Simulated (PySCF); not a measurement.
# Exercise with solution: dipole moment from atomic charges

Si(H)2(Cl)(OMe) (CH₅ClOSi), SMILES CO[SiH2]Cl. Atoms are numbered in the order given.

```xyz
9

Si     0.6118     0.0957    -0.6497
Cl     0.9553     0.0762     1.4080
O     -0.8933    -0.5257    -0.9989
C     -2.1062     0.0447    -0.5336
H      1.5935    -0.8031    -1.3239
H      0.7281     1.5275    -1.0896
H     -2.2320     1.0966    -0.8797
H     -2.9491    -0.5544    -0.9326
H     -2.1627     0.0349     0.5776
```

Coordinates come from a PBE-D3(BJ)/def2-SVP optimisation. Other conformers were not sampled.

Charges (e) from r2SCAN/def2-TZVP (PySCF):

```json
[
 {"atom": "Si1", "Mulliken": "0.526", "ESP fit": "0.244"},
 {"atom": "Cl2", "Mulliken": "-0.271", "ESP fit": "-0.141"},
 {"atom": "O3", "Mulliken": "-0.379", "ESP fit": "-0.203"},
 {"atom": "C4", "Mulliken": "-0.149", "ESP fit": "-0.263"},
 {"atom": "H5", "Mulliken": "-0.025", "ESP fit": "-0.004"},
 {"atom": "H6", "Mulliken": "-0.040", "ESP fit": "-0.017"},
 {"atom": "H7", "Mulliken": "0.105", "ESP fit": "0.126"},
 {"atom": "H8", "Mulliken": "0.119", "ESP fit": "0.134"},
 {"atom": "H9", "Mulliken": "0.115", "ESP fit": "0.124"}
]
```

The dipole moment of the full density is 1.42 D.

Task: What dipole moment does each set of point charges give, and which comes closer to that of the density?

Result: 
μ = Σ q r, and 1 e Å = 4.8032 D.
Mulliken: Σ q r = (-0.188, 0.234, -0.325) e Å, |μ| = 2.13 D.
ESP fit: Σ q r = (-0.213, 0.153, -0.154) e Å, |μ| = 1.46 D.
ESP fit comes closer in size. Point charges leave out the atoms' own dipoles (lone pairs, polarised bonds); fits to the potential absorb them, partitions of the density don't.
